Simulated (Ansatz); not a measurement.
Species: methylgermane, CH$_{6}$Ge, net charge 0, singlet state. SMILES: [GeH3][CH3]
Coordinates optimised at B3LYP-D3(BJ)/def2-TZVP (Ansatz, an electronic-structure program):
```xyz
8

C      1.5702     0.1094     0.0435
Ge    -0.3901    -0.0272    -0.0108
H      2.0058    -0.8449     0.3378
H      1.8746     0.8694     0.7623
H      1.9557     0.3820    -0.9383
H     -0.8245    -1.1012    -1.0263
H     -1.0098     1.3206    -0.4267
H     -0.9391    -0.4126     1.3761
```
Charge 0, spin multiplicity 1.

Wanted: atomisation energy (electronic, to ground-state atoms), in kJ/mol. Valence correlation only, unless marked. UHF or UKS for open shells. No spin-orbit coupling. Frozen are the shells of the preceding noble gas and the d and f shells that filled before the atom's block. No relativistic terms. The coupled-cluster limit lacks core correlation, which all-electron functionals hold. CBS(X,Y): correlation extrapolated as X^-3; Hartree-Fock from the larger set (for Q and 5 zeta extrapolated as (X+1)exp(-9√X)).

```json
[
 {"level": "B3LYP-D4/def2-TZVPD", "program": "Ansatz + dftd4", "atomisation energy (kJ/mol)": "2493.2"},
 {"level": "PBE0/def2-SVP", "program": "Ansatz", "atomisation energy (kJ/mol)": "2477.3"},
 {"level": "SCS-MP2/cc-pVDZ", "program": "Ansatz", "atomisation energy (kJ/mol)": "2321.8"},
 {"level": "SCS-MP2/aug-cc-pVTZ", "program": "Ansatz", "atomisation energy (kJ/mol)": "2457.6"},
 {"level": "CCSD/6-31G*", "program": "Ansatz", "atomisation energy (kJ/mol)": "2205.9"},
 {"level": "CCSD(T)/def2-QZVPP", "program": "Ansatz", "atomisation energy (kJ/mol)": "2476.3"},
 {"level": "CCSD(T)/CBS(cc-pVQZ,cc-pV5Z)", "program": "Ansatz", "atomisation energy (kJ/mol)": "2491.9"}
]
```
